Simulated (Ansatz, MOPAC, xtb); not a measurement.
The molecule LiH-, multiplicity 2 (lowest of 2S+1 = 2, 4 at CCSD(T)/def2-TZVPP on PBE0 minima; our sources give no spin for the ground state, which may be another).

Seven points along R, fitted to fifth degree in 1/R; most abundant isotopes. Runs in def2 and cc sets follow the lowest solution found near the PBE0 minimum.

Codes used: Ansatz (a program for electronic structure) with Gaussian orbitals; MOPAC for AM1, PM7 (differences of heats of formation); xtb for the GFN methods. Values without a source in brackets are computed. The GFN methods have no spin term and hold the electronic entropy of 300 K.

```
level                                  r_e (Å)  ω_e (cm⁻¹)  ω_e x_e (cm⁻¹)  B_e (cm⁻¹)
-------------------------------------  -------  ----------  --------------  ----------
AM1                                      1.740        1410              39        6.32
PM7                                      1.788         544              28        5.99
GFN1-xTB                                 1.652        1000             -40        7.01
SVWN5/def2-TZVPP                         1.707        1097              28        6.57
PBE/def2-TZVPP                           1.710        1095              28        6.54
r2SCAN/def2-TZVPP                        1.721        1084              28        6.46
B97M-V/def2-TZVPP                        1.729        1083              26        6.40
B3LYP/def2-TZVPP                         1.697        1123              27        6.64
PBE0/def2-TZVPP                          1.706        1114              27        6.57
BHLYP/def2-TZVPP                         1.691        1147              26        6.69
CAM-B3LYP/def2-TZVPP                     1.693        1135              26        6.67
wB97X-V/def2-TZVPP                       1.709        1117              25        6.55
wB97M-V/def2-TZVPP                       1.716        1089              26        6.50
B2PLYP/def2-TZVPP                        1.695        1136              26        6.66
CCSD/aug-cc-pVTZ                         1.689        1165              28        6.71
CCSD/def2-TZVPP                          1.702        1128              27        6.61
CCSD/aug-cc-pVQZ                         1.684        1171              28        6.75
CCSD/def2-QZVPP                          1.693        1151              26        6.67
CCSD(T)/aug-cc-pVTZ                      1.689        1162              28        6.70
CCSD(T)/def2-TZVPP                       1.702        1127              27        6.60
CCSD(T)/aug-cc-pVQZ                      1.685        1168              28        6.74
CCSD(T)/def2-QZVPP                       1.693        1149              26        6.67
CCSD(T)/CBS(aug-cc-pVTZ, aug-cc-pVQZ)    1.685        1168              28        6.74
```

Correlated levels freeze the inner cores; with def2 sets outer-core shells near the valence are correlated too. CBS(a, b) extrapolates the correlation energy as X⁻³ and adds the Hartree–Fock energy of set b. The state that AM1, PM7 reach isn't checked; PM7 holds dispersion and hydrogen-bond terms.
